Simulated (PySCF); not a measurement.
HP, triplet, geometry from GFN2-xTB; CASSCF(4,6)/cc-pVDZ run with PySCF.

The PySCF input:
```python
from pyscf import gto, scf, mcscf
import numpy

mol = gto.M(
    atom='''
P    -0.00000000   -0.00000000   -0.08743423
H     0.00000000    0.00000000    1.31151351
''',
    basis='cc-pvdz',
    spin=2,
    verbose=4,
)

mf = scf.ROHF(mol)
mf.kernel()
mc = mcscf.CASSCF(mf, 6, 4)
mc.fix_spin_(ss=2.0)
mc = mc.newton()
mc.kernel()
occ = numpy.linalg.eigvalsh(mc.fcisolver.make_rdm1(mc.ci, mc.ncas, mc.nelecas))[::-1]
ss = mc.fcisolver.spin_square(mc.ci, mc.ncas, mc.nelecas)[0]
print('natural occupations', occ.round(4), ' <S^2>', round(ss, 4))
```

Q: What does PySCF print? Leave out banner, timings and long lists.

A: 
```
PySCF version 2.14.0

[INPUT] verbose = 4
[INPUT] num. atoms = 2
[INPUT] num. electrons = 16
[INPUT] charge = 0
[INPUT] spin (= nelec alpha-beta = 2S) = 2
[INPUT] symmetry False subgroup None
[INPUT] Mole.unit = angstrom
[INPUT] Symbol           X                Y                Z      unit          X                Y                Z       unit  Magmom
[INPUT]  1 P      0.000000000000   0.000000000000  -0.087434230000 AA    0.000000000000   0.000000000000  -0.165226748612 Bohr   0.0
[INPUT]  2 H      0.000000000000   0.000000000000   1.311513510000 AA    0.000000000000   0.000000000000   2.478401342567 Bohr   0.0

nuclear repulsion = 5.67402050615558
number of shells = 8
number of NR pGTOs = 48
number of NR cGTOs = 23
basis = cc-pvdz
ecp = {}

******** <class 'pyscf.scf.rohf.ROHF'> ********
method = ROHF
initial guess = minao
damping factor = 0
level_shift factor = 0
DIIS = <class 'pyscf.scf.diis.CDIIS'>
diis_start_cycle = 1
diis_space = 8
diis_damp = 0
SCF conv_tol = 1e-09
SCF conv_tol_grad = None
SCF max_cycles = 50
direct_scf = True
direct_scf_tol = 1e-13
num. doubly occ = 7  num. singly occ = 2
Set gradient conv threshold to 3.16228e-05
init E= -340.963308797216
  HOMO = -0.16865298811127  LUMO = 0.145592410842879  gap/eV = 8.55105
cycle= 1 E= -341.270125148094  delta_E= -0.307  |g|= 0.12  |ddm|= 0.869
  HOMO = -0.179227630044011  LUMO = 0.169070813683396  gap/eV = 9.47768
cycle= 2 E= -341.279182788175  delta_E= -0.00906  |g|= 0.0282  |ddm|= 0.169
  HOMO = -0.153683630325361  LUMO = 0.185926029523871  gap/eV = 9.24125
cycle= 3 E= -341.27955298693  delta_E= -0.00037  |g|= 0.00686  |ddm|= 0.031
  HOMO = -0.154818675318702  LUMO = 0.186784744800034  gap/eV = 9.29550
cycle= 4 E= -341.279589173045  delta_E= -3.62e-05  |g|= 0.000992  |ddm|= 0.00989
  HOMO = -0.155082813964999  LUMO = 0.186702416493846  gap/eV = 9.30045
cycle= 5 E= -341.279590013182  delta_E= -8.4e-07  |g|= 0.000172  |ddm|= 0.00174
  HOMO = -0.155130859137104  LUMO = 0.186700145502485  gap/eV = 9.30170
cycle= 6 E= -341.279590043924  delta_E= -3.07e-08  |g|= 3.82e-05  |ddm|= 0.00035
  HOMO = -0.155122365350458  LUMO = 0.186702464759156  gap/eV = 9.30153
cycle= 7 E= -341.279590045431  delta_E= -1.51e-09  |g|= 5.29e-06  |ddm|= 9.99e-05
  HOMO = -0.15512339069611  LUMO = 0.186702781867015  gap/eV = 9.30156
cycle= 8 E= -341.279590045462  delta_E= -3.13e-11  |g|= 7.23e-07  |ddm|= 1.52e-05
  HOMO = -0.155123250146572  LUMO = 0.186702843586903  gap/eV = 9.30156
Extra cycle  E= -341.279590045462  delta_E= 1.14e-13  |g|= 2.26e-07  |ddm|= 9.69e-07
converged SCF energy = -341.279590045462

******** <class 'pyscf.mcscf.newton_casscf.CASSCF'> ********
CAS (3e+1e, 6o), ncore = 6, nvir = 11
max_cycle_macro = 50
max_cycle_micro = 10
conv_tol = 1e-07
conv_tol_grad = None
orbital rotation max_stepsize = 0.03
augmented hessian ah_max_cycle = 30
augmented hessian ah_conv_tol = 1e-12
augmented hessian ah_linear dependence = 1e-14
augmented hessian ah_level shift = 1e-08
augmented hessian ah_start_tol = 500
augmented hessian ah_start_cycle = 3
augmented hessian ah_grad_trust_region = 3
kf_trust_region = 3
kf_interval = 5
natorb = False
canonicalization = True
internal_rotation = False
******** <class 'pyscf.fci.addons.SpinPenaltyFCISolver'> ********
max. cycles = 50
conv_tol = 1e-08
davidson only = True
linear dependence = 1e-12
level shift = 0.001
max iter space = 12
nroots = 1
pspace_size = 400
spin = None

WARN: SO-CASSCF (Second order CASSCF) is an experimental feature. Its performance is bad for large systems.

CASCI E = -341.28857919399  dE = -341.28858  S^2 = 2.0000000
Set conv_tol_grad to 0.000316228
macro 1 (22 JK  17 micro), CASSCF E = -341.293298203035  dE = -0.004719  |grad|= 0.03  S^2 = 2.0000000
macro 2 (22 JK  17 micro), CASSCF E = -341.294793055721  dE = -0.001495  |grad|=0.021  S^2 = 2.0000000
macro 3 (22 JK  17 micro), CASSCF E = -341.296774848403  dE = -0.001982  |grad|=0.0186  S^2 = 2.0000000
macro 4 (11 JK  7 micro), CASSCF E = -341.29946503757  dE = -0.00269  |grad|=0.0154  S^2 = 2.0000000
macro 5 (22 JK  17 micro), CASSCF E = -341.300928075067  dE = -0.001463  |grad|=0.0219  S^2 = 2.0000000
macro 6 (25 JK  20 micro), CASSCF E = -341.301499903791  dE = -0.0005718  |grad|=0.00669  S^2 = 2.0000000
macro 7 (23 JK  17 micro), CASSCF E = -341.301542760953  dE = -4.286e-05  |grad|=8.64e-05  S^2 = 2.0000000
macro 8 (13 JK  9 micro), CASSCF E = -341.30154293011  dE = -1.692e-07  |grad|=4.03e-05  S^2 = 2.0000000
macro 9 (1 JK  0 micro), CASSCF E = -341.301542930154  dE = -4.411e-11  |grad|=2.61e-05  S^2 = 2.0000000
newton CASSCF converged in 9 macro (24 KF 137 Hx) steps
CASSCF canonicalization
Density matrix diagonal elements [1.96992980e+00 9.99999999e-01 1.00000000e+00 2.15413335e-02
 7.44805337e-03 1.08081042e-03]
CASSCF energy = -341.301542930154
CASCI E = -341.301542930154  E(CI) = -4.29392393625091  S^2 = 2.0000000
natural occupations [1.9699e+00 1.0000e+00 1.0000e+00 2.3700e-02 5.5000e-03 8.0000e-04]  <S^2> 2.0
```
